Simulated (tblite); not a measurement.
C6H11NOSi.
Numbering: `[CH2:1]=[N:2][C@@H:3]1[CH2:4][SiH2:5][C:6](=[CH2:7])[CH2:8][O:9]1` (hydrogens: H10, H11 on C1; H12 on C3; H13, H14 on C4; H15, H16 on Si5; H17, H18 on C7; H19, H20 on C8)

Computed geometry: GFN2-xTB, gas phase.

(1) What internal coordinates does the optimisation give?

## Answers

(1) 
| bond | length (Å) |
| --- | --- |
| C1=N2 | 1.253 |
| N2–C3 | 1.425 |
| C3–C4 | 1.535 |
| C4–Si5 | 1.901 |
| Si5–C6 | 1.888 |
| C6=C7 | 1.325 |
| C6–C8 | 1.508 |
| C8–O9 | 1.407 |
| C3–O9 | 1.416 |
| C1–H10 | 1.089 |
| C1–H11 | 1.081 |
| C3–H12 | 1.106 |
| C4–H13 | 1.091 |
| C4–H14 | 1.088 |
| Si5–H15 | 1.471 |
| Si5–H16 | 1.464 |
| C7–H17 | 1.077 |
| C7–H18 | 1.080 |
| C8–H19 | 1.105 |
| C8–H20 | 1.094 |

A selection of angles:
| angle | degrees |
| --- | --- |
| C1–N2–C3 | 122.4 |
| N2–C3–C4 | 107.7 |
| N2–C3–O9 | 112.7 |
| C4–C3–O9 | 111.9 |
| C3–C4–Si5 | 109.4 |
| C4–Si5–C6 | 103.5 |
| Si5–C6–C7 | 124.9 |
| Si5–C6–C8 | 114.1 |
| C7–C6–C8 | 121.1 |
| C6–C8–O9 | 113.8 |
| C3–O9–C8 | 114.9 |

Torsions: C1–N2–C3–C4 116° (anticlinal); N2–C3–C4–Si5 179° (antiperiplanar); C3–C4–Si5–C6 34° (synclinal); C4–Si5–C6–C7 150°; Si5–C6–C8–O9 46° (synclinal); C6–C8–O9–C3 -71° (synclinal); N2–C3–O9–C8 -160° (antiperiplanar).

The 2 C–N bonds span 1.253 Å (C1=N2, drawn double) to 1.425 Å (N2–C3, drawn single), a spread of 0.172 Å. The 6-membered ring C3–C4–Si5–C6–C8–O9 has internal angles of 103.5° to 114.9°; it is puckered, 0.22 Å rms from its mean plane, widest ring torsion 78°. O9 (cyclic ether oxygen) is bent (angle 114.9°). The C–C distances run from 1.325 Å (C6=C7, drawn double) to 1.535 Å (C3–C4, drawn single), a spread of 0.210 Å. Of the pairs four or more bonds apart, O9···H10 is among the closest relative to their van der Waals radii: 2.35 Å, 86 % of the sum of Bondi's values. Si5 (SiH2 silicon) is distorted tetrahedral (angles from 103.5° to 111.6°).

Point group: C1 (no symmetry element, even within 0.4 Å). Its GFN2-xTB frequencies are all real (lowest 49 cm⁻¹). One conformer, not necessarily the lowest.

Time: 1.4 s wall. Hardware: one thread of an Arm Neoverse N1, shared host with 64 logical CPUs at a one-minute load of 60. That covers the optimisation of the geometry.
